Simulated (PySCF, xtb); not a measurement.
Ga(Me)2(NH2) (C₂H₈GaN), SMILES [CH3][Ga]([CH3])[NH2].

GFN2-xTB (xtb) at its own geometry gives an orbital gap of 4.33 eV and a dipole moment of 0.24 D.

The structure is a stationary point at TPSSh-D3(BJ)/def2-SVP. The isomer is the one that the SMILES or the coordinates give; other isomers of the formula were not compared. The values are those of a single conformer.

Problem. What does ωB97X/def2-TZVP in PySCF give? (The exact figures need the calculation; the answer reports its results.)

Solution. gap 11.52 eV (levels -9.48 and 2.04 eV), dipole 0.31 D.
